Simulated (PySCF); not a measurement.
# A ladder for the ionisation energy of C⁺

C⁺ [He] 2s2 2p1 (2P) → C²⁺ [He] 2s2 (1S). Scalar values calculated with PySCF 2.14 in aug-cc-pVQZ-DK (spin-free X2C; valence: 1s2 frozen). The spin-orbit shift comes from two-component X2C-1e calculations (generalised Hartree-Fock, GHF, and MP2 on its spinors, GMP2) in x2c-QZVPPall-2c: GMP2 gives 24.408 eV without and 24.413 eV with screened spin-orbit coupling, a shift of 0.005 eV (GHF: 0.005 eV). Sums use unrounded values; where a UHF row is shifted, it takes the GHF shift.

| method | scalar (eV) | plus spin-orbit shift (eV) | error (eV) |
| --- | --- | --- | --- |
| UHF | 24.166 | 24.171 | -0.212 |
| MP2 (valence) | 24.412 | 24.417 | 0.034 |
| SCS-MP2 (valence) | 24.373 | 24.378 | -0.005 |
| CCSD (valence) | 24.238 | 24.243 | -0.140 |
| CCSD(T) (valence) | 24.273 | 24.278 | -0.105 |
| LDA | 24.767 | 24.772 | 0.389 |
| PBE | 24.849 | 24.854 | 0.471 |
| PBE0 | 24.831 | 24.836 | 0.453 |
| r2SCAN | 25.002 | 25.007 | 0.624 |
| BP86 | 24.914 | 24.919 | 0.536 |
| r2SCANh | 24.988 | 24.993 | 0.610 |
| PW91 | 24.947 | 24.952 | 0.569 |
| M06-L | 24.927 | 24.932 | 0.549 |

Reference: 24.383 eV (measured; NIST Atomic Spectra Database, ionization energies).

The errors of the correlated levels include the incompleteness of the basis and the frozen core, so a lower level can come closer by cancellation.
